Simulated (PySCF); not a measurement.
Isomers of C6H11FSi2, mass 158.038 u with the commonest isotopes. Computed with PBE0/pcSseg-1 in PySCF (dipole) on a GFN2-xTB geometry, gas phase. One conformer each, none proved a minimum here; rigid rotors.

Question: Order these by radius of gyration √(Σ m r²/M), smallest first.
A. `[CH:1]#[C:2][Si@@H:3]1[SiH2:4][C@H:5]([CH2:6][CH3:7])[C@H:8]1[F:9]` with Si4–C5–C6–C7 66°, C2–Si3–Si4–C5 -114°, Si3–Si4–C5–C6 135°, Si4–C5–C8–F9 -136°, C2–Si3–C8–C5 128°
B. `[CH3:1][C:2]#[C:3][Si@@H:4]1[CH2:5][SiH2:6][C@@H:7]([F:8])[CH2:9]1` with C3–Si4–C5–Si6 -126°, Si4–C5–Si6–C7 -10°, C5–Si6–C7–F8 -85°, Si6–C7–C9–Si4 -42°
C. `[CH2:1]=[CH:2][C@@H:3]1[SiH2:4][CH:5]=[CH:6][SiH2:7][C@@H:8]1[F:9]` with C1–C2–C3–Si4 -105°, C2–C3–Si4–C5 -174°, C3–Si4–C5–C6 17°, C5–C6–Si7–C8 10°, C6–Si7–C8–F9 75°
D. `[CH:1]#[C:2][C@@H:3]([SiH3:4])[SiH2:5]/[CH:6]=[CH:7]\[CH2:8][F:9]` with C2–C3–Si5–C6 173°, C3–Si5–C6–C7 179°, C6–C7–C8–F9 1°
E. `[CH:1]#[C:2][SiH2:3][Si@H:4]1[CH2:5][C@H:6]([CH2:7][F:8])[CH2:9]1` with C2–Si3–Si4–C5 147°, C5–C6–C7–F8 -177°, Si3–Si4–C5–C6 124°, Si4–C5–C6–C7 106°, C5–C6–C9–Si4 11°, Si3–Si4–C9–C6 -124°

Answer: C (2.193 Å), A (2.409 Å), B (2.605 Å), D (2.643 Å), E (2.838 Å).

Question: Order these by out-of-plane moment Σ m c² = (Ia + Ib − Ic)/2, smallest first.
A. `[CH2:1]=[CH:2][C@@H:3]1[SiH2:4][CH:5]=[CH:6][SiH2:7][C@@H:8]1[F:9]` with C1–C2–C3–Si4 -105°, C2–C3–Si4–C5 -174°, C3–Si4–C5–C6 17°, C5–C6–Si7–C8 10°, C6–Si7–C8–F9 75°
B. `[CH:1]#[C:2][SiH2:3][Si@H:4]1[CH2:5][C@H:6]([CH2:7][F:8])[CH2:9]1` with C2–Si3–Si4–C5 147°, C5–C6–C7–F8 -177°, Si3–Si4–C5–C6 124°, Si4–C5–C6–C7 106°, C5–C6–C9–Si4 11°, Si3–Si4–C9–C6 -124°
C. `[CH:1]#[C:2][C@@H:3]([SiH3:4])[SiH2:5]/[CH:6]=[CH:7]\[CH2:8][F:9]` with C2–C3–Si5–C6 173°, C3–Si5–C6–C7 179°, C6–C7–C8–F9 1°
D. `[CH:1]#[C:2][Si@@H:3]1[SiH2:4][C@H:5]([CH2:6][CH3:7])[C@H:8]1[F:9]` with Si4–C5–C6–C7 66°, C2–Si3–Si4–C5 -114°, Si3–Si4–C5–C6 135°, Si4–C5–C8–F9 -136°, C2–Si3–C8–C5 128°
E. `[CH3:1][C:2]#[C:3][Si@@H:4]1[CH2:5][SiH2:6][C@@H:7]([F:8])[CH2:9]1` with C3–Si4–C5–Si6 -126°, Si4–C5–Si6–C7 -10°, C5–Si6–C7–F8 -85°, Si6–C7–C9–Si4 -42°

Answer: C (35.23 u·Å²), B (54.21 u·Å²), E (59.55 u·Å²), A (81.85 u·Å²), D (95.50 u·Å²).

Question: Order these by dipole moment, largest first.
A. `[CH3:1][C:2]#[C:3][Si@@H:4]1[CH2:5][SiH2:6][C@@H:7]([F:8])[CH2:9]1` with C3–Si4–C5–Si6 -126°, Si4–C5–Si6–C7 -10°, C5–Si6–C7–F8 -85°, Si6–C7–C9–Si4 -42°
B. `[CH:1]#[C:2][SiH2:3][Si@H:4]1[CH2:5][C@H:6]([CH2:7][F:8])[CH2:9]1` with C2–Si3–Si4–C5 147°, C5–C6–C7–F8 -177°, Si3–Si4–C5–C6 124°, Si4–C5–C6–C7 106°, C5–C6–C9–Si4 11°, Si3–Si4–C9–C6 -124°
C. `[CH:1]#[C:2][Si@@H:3]1[SiH2:4][C@H:5]([CH2:6][CH3:7])[C@H:8]1[F:9]` with Si4–C5–C6–C7 66°, C2–Si3–Si4–C5 -114°, Si3–Si4–C5–C6 135°, Si4–C5–C8–F9 -136°, C2–Si3–C8–C5 128°

Answer: A (2.97 D), C (1.90 D), B (1.61 D).

```csv
SMILES,point group,Ia (u·Å²),Ib (u·Å²),Ic (u·Å²),κ,μa (D),μb (D),μc (D)
C#C[SiH2][Si@H]1C[C@H](CF)C1,C1,147.20,1180.07,1218.84,-0.99,1.05,0.81,0.91
CC#C[Si@@H]1C[SiH2][C@@H](F)C1,C1,204.15,927.75,1012.80,-0.95,2.38,1.04,1.44
C#C[Si@@H]1[SiH2][C@H](CC)[C@H]1F,C1,300.24,712.55,821.79,-0.82,0.25,1.72,0.76
C=C[C@@H]1[SiH2]C=C[SiH2][C@@H]1F,C1,301.06,541.07,678.43,-0.59,0.37,0.27,1.51
C#C[C@@H]([SiH3])[SiH2]/C=C\CF,C1,249.41,889.52,1068.46,-0.88,2.30,1.76,0.73
```
